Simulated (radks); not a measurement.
Ionisation ladder of niobium, from Nb to Nb8+. Each ion is in the ground configuration listed by NIST, and IE = E(next ion) - E(this ion). Method: scalar-relativistic Kohn-Sham, r2SCAN, spin-unpolarised, spherical densities, finite nucleus; meta-GGA in the generalised Kohn-Sham scheme; Fermi nuclear charge, rms radius 4.324 fm; computed with a radial shooting solver on a logarithmic mesh with Libxc functionals.

| species | configuration | E (hartree) | IE, Delta-SCF (eV) | <r> HOMO (bohr) | IE, NIST (eV) | kind | error (eV) |
|---|---|---|---|---|---|---|---|
| Nb | [Kr] 4d4 5s1 | -3820.11197 | 6.394 | 2.21 | 6.759 | exp. | -0.365 |
| Nb+ | [Kr] 4d4 | -3819.87701 | 13.804 | 2.05 | 14.320 | semi-emp. | -0.516 |
| Nb2+ | [Kr] 4d3 | -3819.36973 | 24.399 | 1.84 | 25.040 | semi-emp. | -0.641 |
| Nb3+ | [Kr] 4d2 | -3818.47307 | 36.439 | 1.70 | 37.61 | exp. | -1.172 |
| Nb4+ | [Kr] 4d1 | -3817.13395 | 49.591 | 1.59 | 50.573 | exp. | -0.981 |
| Nb5+ | [Kr] | -3815.31150 | 103.57 | 1.23 | 102.07 | semi-emp. | +1.5 |
| Nb6+ | [Ar] 3d10 4s2 4p5 | -3811.50553 | 121.52 | 1.20 | 119.1 | exp. | +2.4 |
| Nb7+ | [Ar] 3d10 4s2 4p4 | -3807.03970 | 140.02 | 1.17 | 136 | theory | +4.0 |
| Nb8+ | [Ar] 3d10 4s2 4p3 | -3801.89411 | 158.97 | 1.15 | 159 | semi-emp. | -0.2 |

Reference values: NIST Atomic Spectra Database (exp. = measured, semi-emp. = semi-empirical, theory = theoretical value adopted there). Errors are taken from the NIST values before rounding. The ionisation energy per charge of the ion left behind rises most, in proportion, at Nb5+ ([Kr]), from 9.918 to 17.261 eV. Against the entries that are not theoretical the mean signed error is -1.7 % and the largest -5.4 %. Spin polarisation and multiplet splitting are left out, so open shells lie too high by an amount that depends on their filling.

Beside tabulated values, note that spin-unpolarised runs miss the spin-polarisation part of the exchange energy of open shells.
